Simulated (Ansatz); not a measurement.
A nudged elastic band was laid between two geometries of CH$_{7}$O$_{2}$SbSi (12 atoms, charge 0, multiplicity 1).

All numbers below come from Ansatz, RKS PBE0-D4/def2-mTZVP.

| Item | Value |
| --- | --- |
| movable images | 7 |
| climbing image | yes |
| spring | 5.0 eV/Å² |
| optimiser | quadratic models (default) |
| start path | IDPP |
| force threshold | 0.05 eV/Å |
| iteration limit | 40 |
| end points | relaxed |

First end point:

```xyz
12
Properties=species:S:1:pos:R:3
O -1.685 -0.245 1.156
C -0.299 -0.555 1.214
Si 0.722 0.546 0.065
O 2.280 -0.032 0.142
Sb -0.184 0.442 -2.363
H -1.991 -0.401 0.254
H -0.103 -1.615 1.001
H 0.013 -0.383 2.248
H 0.667 1.975 0.499
H 2.982 0.526 -0.204
H -0.577 -1.220 -2.159
H -1.747 0.908 -1.817
```

Last end point:

```xyz
12
Properties=species:S:1:pos:R:3
O -1.669 -0.623 1.626
C -0.269 -0.763 1.395
Si 0.345 0.540 0.167
O 1.984 0.323 0.028
Sb -0.954 0.278 -2.061
H -2.140 -0.882 0.825
H -0.003 -1.781 1.080
H 0.218 -0.605 2.361
H 0.015 1.898 0.690
H 2.426 0.743 -0.715
H 0.239 -0.806 -2.652
H -0.113 1.625 -2.710
```

Task: What changes between the two ends?

Result: No bond is made or broken. The height of Sb5 over the plane of its neighbours goes from 1.09 to -1.08 Å.

Task: Give the energies along the band, and the barrier.

Result: It converged. The highest image is number 4 of 0 to 8, 29.5 kcal/mol above the first end and 28.8 kcal/mol above the last; the last end lies 0.7 kcal/mol above the first. A vibrational analysis at the climbing image gives one clearly imaginary mode, 620i cm⁻¹: a first-order saddle point.

| image | path coordinate (Å) | energy (kcal/mol) | height of Sb5 over the plane of its neighbours (Å) |
| --- | --- | --- | --- |
| 0 | 0.00 | 0.0 | 1.09 |
| 1 | 0.56 | 0.4 | 1.06 |
| 2 | 1.12 | 2.0 | 0.98 |
| 3 | 1.67 | 11.3 | 0.63 |
| 4 | 2.23 | 29.5 | 0.01 |
| 5 | 2.79 | 12.3 | -0.60 |
| 6 | 3.34 | 3.0 | -0.94 |
| 7 | 3.90 | 1.0 | -1.05 |
| 8 | 4.45 | 0.7 | -1.08 |

Task: What is the geometry of the highest image?

Result: 
```xyz
12
Properties=species:S:1:pos:R:3
O -1.512 -0.577 1.532
C -0.106 -0.700 1.445
Si 0.605 0.548 0.226
O 2.229 0.288 0.141
Sb -0.581 0.243 -1.948
H -1.863 -0.592 0.627
H 0.215 -1.719 1.189
H 0.298 -0.486 2.440
H 0.220 1.950 0.529
H 2.700 0.722 -0.578
H -0.622 -1.149 -2.874
H -1.504 1.416 -2.695
```

Task: What are the harmonic wavenumbers there?

Result: 620i, 92, 121, 156, 179, 229, 301, 315, 353, 368, 477, 668, 712, 756, 793, 858, 876, 950, 1090, 1182, 1297, 1432, 1486, 2078, 2106, 2231, 3013, 3079, 3705, 3885 cm⁻¹.

Run time: 4.7 min on 2 threads of Intel(R) Xeon(R) Platinum 8488C (Sapphire Rapids), with other jobs on the host, peak memory 0.49 GiB.
